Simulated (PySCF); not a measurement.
Geometry:
```tsv
atom	x (Å)	y (Å)	z (Å)
C1	-1.108	1.042	-1.101
Si2	0.028	0.006	-0.038
C3	1.423	1.051	0.641
C4	0.696	-1.456	-1.001
C5	-0.977	-0.687	1.417
F6	-1.582	0.352	2.130
H7	-0.553	1.538	-1.902
H8	-1.887	0.430	-1.562
H9	-1.598	1.814	-0.501
H10	2.121	0.449	1.228
H11	1.032	1.839	1.290
H12	1.987	1.528	-0.165
H13	-0.113	-2.076	-1.396
H14	1.297	-1.116	-1.848
H15	1.333	-2.089	-0.377
H16	-0.347	-1.248	2.117
H17	-1.770	-1.363	1.078
```

Geometry: PBE0-D3(BJ)/def2-TZVP; GIAO shifts from PySCF, gas phase, non-relativistic, averaged over equivalent atoms.

At KT3/pcSseg-2 (377 basis functions, 96 s wall time on 1 thread of an Arm Neoverse V1, shared host):
```
                           atoms  δ (ppm)
                              C5     84.3
                        C1/C3/C4     -3.8
                             Si2     -3.3
                              F6   -308.5
                         H16/H17     4.54
H7/H8/H9/H10/H11/H12/H13/H14/H15     0.07
```

δ = σ(ref) − σ, references computed at the same level: 13C (183.24 ppm) and 29Si (359.36 ppm) and 1H (31.63 ppm) against TMS; CFCl3 for 19F (145.48 ppm).

Question: What do these become at PBE0/pcSseg-2?

Answer: 
```json
{"atoms": "C5", "δ at PBE0/pcSseg-2": "84.8", "change": "+0.5"}
{"atoms": "C1/C3/C4", "δ at PBE0/pcSseg-2": "-4.0", "change": "-0.2"}
{"atoms": "Si2", "δ at PBE0/pcSseg-2": "-2.3", "change": "+1.0"}
{"atoms": "F6", "δ at PBE0/pcSseg-2": "-299.2", "change": "+9.3"}
{"atoms": "H16/H17", "δ at PBE0/pcSseg-2": "4.45", "change": "-0.09"}
{"atoms": "H7/H8/H9/H10/H11/H12/H13/H14/H15", "δ at PBE0/pcSseg-2": "0.07", "change": "+0.00"}
```

Chemical shifts δ = σref − σ; 13C (σref 186.03), 29Si (σref 342.20), 1H (σref 31.52) against TMS; 19F (σref 174.31) vs CFCl3, all at this level.

The largest change is at F6 (fluorine on an sp3 carbon). Cost: 377 basis functions, 68 s wall time on 1 thread of an Arm Neoverse V1, shared host.

Unscaled 19F shifts against computed CFCl3 carry errors that often reach 10 to 50 ppm.
